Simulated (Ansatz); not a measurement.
Consider the cleavage of the Ge–Si bond: `C[SiH2][GeH2][CH3]` + `C[SeH]` → `[CH3][GeH2][Se]C` + `C[SiH3]`.

Gas-phase electronic energies from Ansatz, PBE0-D4/def2-TZVP geometries. CBS: MP2 limit from def2 TZ/QZ plus the TZ coupled-cluster correction, frozen cores. This one scheme is used for every species. DFT in def2-TZVPP. For Ge, Se outer-core shells are correlated without core-valence functions, which leaves a few kJ/mol of doubt a bond. Scalar relativity is left out up to krypton. One conformer a species, not always the lowest.

`C[SiH2][GeH2][CH3]`:

Cartesian coordinates in Å:
```
C 0.396 1.136 -1.814
Si 1.360 0.439 -0.361
Ge 0.088 -1.205 0.801
C -1.618 -0.466 1.431
H 0.142 0.346 -2.524
H 0.979 1.894 -2.341
H -0.534 1.599 -1.475
H 1.706 1.537 0.587
H 2.640 -0.159 -0.835
H -0.202 -2.401 -0.133
H 0.880 -1.752 2.007
H -2.192 -1.231 1.955
H -2.208 -0.105 0.588
H -1.439 0.366 2.113
```

`C[SeH]`:

```xyz
6

C     0.238    0.460    0.173
Se    0.007   -1.074   -1.007
H    -0.646    1.093    0.155
H     1.088    1.015   -0.220
H     0.460    0.133    1.186
H    -1.147   -1.628   -0.287
```

`[CH3][GeH2][Se]C`:

```xyz
12

C     0.032   -0.573    1.758
Ge    0.461    1.012    0.703
Se   -1.013    1.252   -1.113
C    -0.451   -0.352   -2.083
H     0.120   -1.471    1.145
H     0.721   -0.659    2.601
H    -0.988   -0.501    2.135
H     1.900    0.911    0.155
H     0.304    2.297    1.533
H    -1.015   -0.362   -3.014
H     0.613   -0.305   -2.306
H    -0.684   -1.249   -1.513
```

`C[SiH3]`:

Cartesian coordinates in Å:
```
C 0.857 0.321 0.369
Si -0.767 -0.287 -0.331
H 1.203 -0.334 1.172
H 0.752 1.329 0.776
H 1.628 0.346 -0.404
H -0.621 -1.662 -0.881
H -1.235 0.605 -1.426
H -1.816 -0.318 0.725
```

```tsv
level	ΔE (kJ/mol)
PBE0-D4	-43.3
HF/def2-TZVPP	-58.6
```

(1) What does CCSD(T)/CBS give? (Estimate.)

Largest T1 diagnostic among the species: 0.011.

Answers

(1) Computed: -48.6 kJ/mol. The listed levels differ from it by 5.3, -10.0 kJ/mol.

In def2-TZVPP, CCSD(T) changes the Hartree–Fock value by +10.9 kJ/mol (the triples alone add +0.1 kJ/mol) and MP2 by +3.6 kJ/mol. From PBE to PBE0 (25 % exact exchange), in def2-TZVPP and without D4, ΔE moves by −3.1 kJ/mol.
